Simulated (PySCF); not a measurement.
# [Er(H2O)3]3+ at several levels of theory

Computed with PySCF 2.14.0 (density fitting, no spin-orbit coupling) at the geometry relaxed with r2SCAN:

```xyz
10
[Er(H2O)3]3+ (singlet in the valence; each metal's 4f electrons, 11 of them, lie in its core potential, out of spins and levels)
Er    0.0000    0.0000    0.0000
O     2.2305    0.0000    0.0000
H     2.8507    0.7457    0.2068
H     2.8507   -0.7457   -0.2068
O    -1.1153    1.9317    0.0000
H    -2.0712    2.0959    0.2068
H    -0.7796    2.8417   -0.2068
O    -1.1152   -1.9317    0.0000
H    -0.7795   -2.8417    0.2068
H    -2.0712   -2.0959   -0.2068
```

```tsv
level	basis	state	HOMO (eV)	gap (eV)	charge on Er1 (e)	population of f-type functions on Er1 (polarisation alone where 4f lies in the core)	dipole about the centre of mass (D)	largest force component (eV/Å)
r2SCAN	Er lcecp-1-SVP with ECP57, O def2-SVP, H def2-SVP	singlet	-24.01	6.53	1.94	0.04	0.00	0.04
TPSSh	the same	singlet	-24.41	6.91	1.92	0.04	0.00	0.13
r2SCAN	Er lcecp-1-TZVP with ECP57, O def2-TZVP, H def2-TZVP	singlet	-23.99	6.55	2.21	0.05	0.00	0.28
```

In the lcecp rows the 4f levels are missing from HOMO and gap, and the state counts the valence alone.

Charges are Mulliken's, which hang on the basis. The relaxation used the grid (50, 194), these runs (75, 302) or, all-electron (x2c bases, spin-free X2C Hamiltonian), (99, 590).

(1) A further run in the first row's basis gives HOMO (eV) -23.70, gap (eV) 5.75, charge on Er1 (e) 1.82, population of f-type functions on Er1 (polarisation alone where 4f lies in the core) 0.04, dipole about the centre of mass (D) 0.00, largest force component (eV/Å) 0.50. Which level was it?
A. BP86
B. PBE0
C. HF

No frequency check is given that shows the relaxed geometry to be a minimum. An lcecp potential fixes the number of 4f electrons, so in runs with it no electron can move into or out of that shell.

## Answers

(1) A. The others give HOMO -30.22 eV (HF); -25.44 eV (PBE0).
